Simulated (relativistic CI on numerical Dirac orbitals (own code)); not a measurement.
V4+ in a cubic cluster: 2p photoemission with charge transfer

Computed with a charge-transfer multiplet model of a cubic metal-ligand cluster with up to 2 ligand holes, Slater and spin-orbit integrals from Dirac-Coulomb-Breit ions, Slater integrals scaled by 0.8. The ground state mixes d1 with configurations of k ligand holes L, whose averages lie at kΔ + k(k − 1)U_dd/2; a core hole lowers each added d electron by U_cd. 300 K, Lorentzian 0.6 eV and Gaussian 0.8 eV FWHM.

Atomic integrals in eV (Slater integrals scaled, ζ unscaled), ground: F2dd 8.057, F4dd 5.049, zeta_d 0.029; with the core hole: F2dd 8.057, F4dd 5.049, zeta_d 0.047, zeta_core 4.606, F2cd 5.989, G1cd 4.613, G3cd 2.623. Where a configuration has fewer than two d electrons, the dd integrals are those of d2.

Cluster parameters (eV): U_dd = 5, U_cd = 5.7, 10Dq = 0.95, 10Dq(ligand) = 0.2, V(eg) = 3.7, V(t2g) = -1.81, final-state hopping factor = 0.8.

| Case | n_d | d1 | d2L | d3L2 | S |
| --- | --- | --- | --- | --- | --- |
| Δ = 4.2 eV | 1.70 | 0.41 | 0.47 | 0.11 | 0.50 |
| Δ = 5.2 eV | 1.64 | 0.46 | 0.45 | 0.09 | 0.50 |
| Δ = 7.2 eV | 1.52 | 0.54 | 0.39 | 0.07 | 0.50 |

Weights, n_d and S are thermal averages at 300 K. Binding energies count from the first peak over 30 % of the highest in each spectrum, which can be another peak from case to case. The parameters are a model scan and need not match a compound or its usual spin state. Peaks in eV (height, largest 100):
- Δ = 4.2 eV: 0.0 (100), 3.5 (10), 7.3 (35), 10.6 (9), 11.7 (8)
- Δ = 5.2 eV: 0.0 (100), 3.5 (10), 7.2 (36), 10.6 (9)
- Δ = 7.2 eV: 0.0 (100), 3.6 (10), 7.1 (36)

Curve for Δ = 5.2 eV (points under 2 left out, the grid thinned):

E (eV), Intensity and a bar:
```
     -3.5        2.1 
     -3.1        2.7 
     -2.6        4.1 #
     -2.2        6.2 #
     -1.8       11.1 ###
     -1.4       23.7 #######
     -0.9       55.6 ################
     -0.5       83.9 #########################
     -0.1       99.6 ##############################
      0.4       86.2 ##########################
      0.8       57.1 #################
      1.2       33.7 ##########
      1.7       17.8 #####
      2.1       10.6 ###
      2.5        7.6 ##
      2.9        8.0 ##
      3.4       10.2 ###
      3.8        9.2 ##
      4.2        7.6 ##
      4.7        7.9 ##
      5.1        9.6 ##
      5.5       13.3 ###
      6.0       19.8 #####
      6.4       25.6 #######
      6.8       32.3 #########
      7.2       35.8 ##########
      7.7       32.5 #########
      8.1       26.6 ########
      8.5       21.1 ######
      9.0       17.0 #####
      9.4       13.1 ###
      9.8        9.8 ##
     10.2        8.8 ##
     10.7        8.9 ##
     11.1        8.6 ##
     11.5        8.5 ##
     12.0        7.8 ##
     12.4        6.2 #
     12.8        4.5 #
     13.3        3.3 
     13.7        2.6 
     14.1        2.1 
     18.7        2.5 
     19.2        2.5 
     19.6        2.0
```

For the case Δ = 4.2 eV, Δ = 4.2 eV is smaller than U_dd = 5 eV, the charge-transfer side of the Zaanen-Sawatzky-Allen scheme. With the core hole the configuration with one ligand hole lies at Δ − U_cd = -1.5, -0.5, 1.5 eV from the one without, in the order of the table; where this is negative the screened configuration lies lower, though the effective hopping of about 6.4 eV (from the holes of the mixed ground state) mixes the two strongly wherever it is as large as the gap.

With at most 2 ligand holes the space is cut while the next configuration still counts, so covalency is underestimated, and a final configuration with one more ligand hole, which can lie low, is missing from the spectra.
